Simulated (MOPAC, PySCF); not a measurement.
C₂H₂O, SMILES `O1C=C1`, neutral singlet in the gas phase. 

Cartesian coordinates (Å):
```xyz
5

C      0.6307    -0.0392     0.0797
C     -0.6312    -0.0461     0.0489
O     -0.0065     1.3136     0.0072
H      1.6509    -0.3631     0.1183
H     -1.6485    -0.3814     0.0380
```
Charge 0, spin multiplicity 1.

All levels are single points at this geometry (r2SCAN-D4/def2-TZVP); Pople sets use spherical d functions. Orbital energies aren't observables, and empty levels follow the basis.

r2SCAN-D4/def2-TZVP in PySCF gives HOMO (eV) = -4.59.

Q: Estimate the HOMO (eV) from each of these levels: B3LYP/6-31G* in PySCF; M06-2X/6-31G* in PySCF; AM1 in MOPAC; PM3 in MOPAC; PM6 in MOPAC.

A: 
```tsv
level	HOMO (eV)
B3LYP/6-31G* in PySCF	-5.11
M06-2X/6-31G* in PySCF	-7.07
AM1 in MOPAC	-9.71
PM3 in MOPAC	-9.79
PM6 in MOPAC	-9.18
```
